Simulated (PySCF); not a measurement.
A GIAO shielding run with PySCF 2.14.0 with density-fitted response routines (density fitting, non-relativistic, gas phase) on SMILES C=C1C=C1C(F)F, C5H4F2:

```
$ OMP_NUM_THREADS=1 python probes_run.py task.json out

{"job": {"kind": "nmr", "xc": "PBE0", "basis": "pcSseg-2", "pop": true}, "charge": 0, "multiplicity": 1}
C     -2.177718     0.068509     0.077730
C     -0.902628     0.408993    -0.086533
C      0.140725     1.344000    -0.422938
C      0.509821     0.128145    -0.064654
C      1.605277    -0.825110     0.224573
F      2.796769    -0.294074    -0.109288
F      1.428501    -1.957816    -0.484841
H     -2.449870    -0.937800     0.399823
H     -2.974950     0.788353    -0.114561
H      0.443163     2.342043    -0.733112
H      1.623881    -1.088358     1.298577
```

Hardware: 1 thread of an Arm Neoverse N1, shared host. The job also computes population analyses, field gradients, ring-centre shieldings.

(1) How large is the calculation?

(2) How long does it take, and how much memory does it need?

(3) And these other runs on the same molecule and hardware: GIAO shielding at B97-2/pcSseg-1; GIAO shielding at BHandHLYP/pcSseg-1; GIAO shielding at BP86/pcSseg-1; GIAO shielding at CAM-B3LYP/pcSseg-1; GIAO shielding at HF/pcSseg-1; GIAO shielding at KT2/pcSseg-1?

Answers

(1) 52 electrons, 308 basis functions and 808 auxiliary functions.

(2) 80 s of wall time, with 14 SCF cycles and 5 response iterations; peak memory 1.2 GiB. Times on a shared host scatter by some tens of per cent.

(3) B97-2/pcSseg-1: 139 functions, 19 s; BHandHLYP/pcSseg-1: 139 functions, 18 s; BP86/pcSseg-1: 139 functions, 25 s; CAM-B3LYP/pcSseg-1: 139 functions, 25 s; HF/pcSseg-1: 139 functions, 9.4 s; KT2/pcSseg-1: 139 functions, 26 s.
